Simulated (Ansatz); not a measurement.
Gas-phase electronic energies from Ansatz, PBE0-D4/def2-TZVP geometries. CCSD(T)/CBS is the MP2 limit (def2-TZVPP, def2-QZVPP) plus CCSD(T) − MP2 in def2-TZVPP, frozen cores. DFT in def2-TZVPP. For Se outer-core shells are correlated without core-valence functions, which leaves a few kJ/mol of doubt a bond. Scalar relativity is left out up to krypton. One conformer a species, not always the lowest.

`[SeH]C1=NC1` + `O[SiH2]F` → `O[SiH](F)[SeH]` + `C1=NC1`  (formal exchange of groups at the Se–C bond)

| level | ΔE (kJ/mol) |
| --- | --- |
| r2SCAN0-D4 | -89.4 |
| ωB97M-V | -90.7 |
| B2PLYP | -80.7 |
| PBE-QIDH | -87.0 |
| BLYP | -73.7 |
| HF/def2-SVP | -90.8 |
| MP2/def2-TZVPP | -79.8 |
| HF/def2-QZVPP | -90.0 |

Task: What does CCSD(T)/CBS give? (An estimate is asked.)

Result: Computed: -90.2 kJ/mol. The listed levels differ from it by 0.8, -0.5, 9.5, 3.2, 16.5, -0.6, 10.4, 0.2 kJ/mol.

Largest T1 diagnostic among the species: 0.012.

From BLYP to BHLYP (50 % exact exchange), in def2-TZVPP and without D4, ΔE moves by −12.3 kJ/mol. Leaving LDA and LC-ωPBE aside and taking each functional with its dispersion term where it has one, the values, not all of them listed here, spread over 15.3 kJ/mol, from ωB97M-V to BLYP-D4. At CCSD(T), def2-SVP lies +8.8 kJ/mol from the extrapolated value and def2-TZVPP +7.3 kJ/mol.
